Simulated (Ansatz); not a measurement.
A nudged elastic band was laid between two geometries of C3H8SSi (13 atoms, charge 0, multiplicity 1).

Theory: Ansatz, RKS B3LYP/def2-SVP.

```json
{
 "movable images": "7",
 "climbing image": "yes",
 "spring": "5.0 eV/Å²",
 "optimiser": "quadratic models (default)",
 "start path": "through a guess of the saddle point",
 "force threshold": "0.05 eV/Å",
 "iteration limit": "53",
 "end points": "relaxed"
}
```

Initial state:

```xyz
13
Properties=species:S:1:pos:R:3
C -2.566 -0.054 1.277
S -1.198 -1.232 1.032
C -0.061 -0.246 0.119
C 1.141 -0.670 -0.319
Si 2.314 0.416 -1.282
H -3.333 -0.587 1.857
H -3.002 0.259 0.317
H -2.238 0.826 1.848
H -0.406 0.777 -0.078
H 1.440 -1.703 -0.096
H 3.619 0.579 -0.570
H 2.618 -0.162 -2.627
H 1.692 1.762 -1.464
```

Final state:

```xyz
13
Properties=species:S:1:pos:R:3
C -2.080 -0.709 1.274
S -1.943 0.973 0.605
C -0.367 0.966 -0.164
C 0.544 -0.024 -0.259
Si 2.180 0.189 -1.134
H -3.057 -0.760 1.775
H -1.287 -0.911 2.009
H -2.047 -1.461 0.471
H -0.172 1.950 -0.609
H 0.324 -0.998 0.194
H 3.330 -0.047 -0.208
H 2.325 -0.780 -2.264
H 2.270 1.578 -1.674
```

(1) What changes between the two ends?

(2) Give the energies along the band, and the barrier.

(3) What is the geometry of the highest image?

(4) What are the harmonic wavenumbers there?

## Answers

(1) No bond is made or broken. The dihedral C1–S2–C3–C4 goes from -180 to 0°.

(2) The forces met the threshold. The highest image is number 5 of 0 to 8, 0.212 eV above the first end and 0.271 eV above the last; the last end lies 0.059 eV below the first. A vibrational analysis at the climbing image gives one clearly imaginary mode, 118i cm⁻¹: a first-order saddle point.

```
image  path coordinate (Å)  energy (eV)  dihedral C1–S2–C3–C4 (°)
    0                 0.00        0.000                      -180
    1                 0.80        0.008                      -164
    2                 1.61        0.038                      -148
    3                 2.41        0.098                      -128
    4                 3.21        0.173                      -105
    5                 4.02        0.212                       -78
    6                 5.03        0.129                       -42
    7                 6.04       -0.016                       -13
    8                 7.06       -0.059                         0
```

(3) 
```xyz
13
Properties=species:S:1:pos:R:3
C -2.426 -0.473 0.917
S -1.006 0.025 1.960
C 0.164 0.553 0.705
C 0.904 -0.285 -0.039
Si 2.129 0.286 -1.343
H -3.207 -0.817 1.612
H -2.158 -1.297 0.242
H -2.814 0.377 0.336
H 0.265 1.641 0.597
H 0.777 -1.363 0.133
H 3.494 -0.237 -1.042
H 1.735 -0.223 -2.691
H 2.163 1.777 -1.372
```

(4) 118i, 109, 127, 151, 193, 258, 345, 603, 626, 693, 754, 810, 821, 935, 942, 955, 961, 979, 1005, 1183, 1298, 1330, 1440, 1457, 1627, 2212, 2218, 2229, 3038, 3125, 3133, 3142, 3147 cm⁻¹.

Run time: 5.4 min on 2 threads of Arm Neoverse V1 (shared host), peak memory 0.3 GiB.
